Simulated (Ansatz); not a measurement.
GeH2S2 (`[SH][Ge][SH]`). Charge 0, multiplicity 1. Correlated methods include outer-core shells of Ge, which these sets cover unevenly. Scalar relativity is left out up to krypton.

```xyz
5

S     1.724    0.381    0.036
Ge    0.397   -0.857   -1.284
S    -1.627   -0.591   -0.351
H     0.831    0.846    0.924
H    -1.326    0.221    0.674
```

**Question.** Give the diagnostics of a CCSD(T)/def2-TZVPP run (frozen core, Ansatz). (Estimate.)

**Answer.** Ansatz gave: T1 = 0.0144, largest single amplitude 0.045, largest double 0.061, (T) share of the correlation energy 4.6 %, 9 CCSD cycles. The RHF solution is stable towards an unrestricted one. T1 lies under the customary mark of 0.02 for closed shells.
